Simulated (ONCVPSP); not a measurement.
Ge (Z = 32): ONCV pseudisation with PBE, fully relativistic reference atom.

ONCVPSP 4.0.1 input, shortened (lines: element, Z, core and valence counts, functional; n l f; lmax; l rc ep ncon nbas qcut; lloc lpopt rc5 dvloc0; l nproj debl; icmod fcfact rcfact), PBE, fully relativistic:

```
  Ge 32.00    5    3        4      upf
    1    0    2.00
    2    0    2.00
    2    1    6.00
    3    0    2.00
    3    1    6.00
    3    2   10.00
    4    0    1.00
    4    1    3.00
    2
    0    1.65    0.00    4    7    3.40
    1    1.80    0.00    4    8    4.60
    2    0.80    0.00    4    9   21.20
    4    5    0.55    6.00
    0    1    3.20
    1    2    0.40
    2    2    3.40
    0    0.00    0.00
```

Open shells are filled in proportion to 2j + 1.

All-electron outer shells of the reference configuration (PBE, scalar-relativistic, ld1.x):

```
shell  level (eV)  outermost node (bohr)  outermost maximum (bohr)
   3s     -170.28                   0.26                      0.54
   3p     -117.41                   0.23                      0.54
   3d      -31.05                      –                      0.50
   4s      -12.69                   0.77                      1.73
   4p       -4.58                   0.82                      2.16
```

Does the generator finish with these settings?

Yes, a potential is produced and its reference levels are reproduced.

Estimate the cutoffs (Ha) at which the residual kinetic energy of the hardest occupied pseudo-wave falls to 1 and 0.1 mHa per electron.

166 Ha and 186 Ha.

Does the potential have ghost states?

Ghosts flagged at negative energy: s at -444.8 eV, p3/2 at -41.8 eV, p1/2 at -37.7 eV; no localised positive-energy state flagged. A true bound ghost makes a file unfit for plane-wave use.

Which valence shell sets the plane-wave cutoff?

3d: 166 Ha for 1 mHa per electron, against 25 Ha for 4s.

Tests: 3d10 4s2 4p2; 3d10 4s2 4p1; 3d10 4s2 4p0; 3d10 4s0 4p0. Which has the largest error in its energy relative to the reference configuration, and how large is it?

3d10 4s0 4p0, with +176 meV (all-electron minus pseudo) on +96.05 eV.
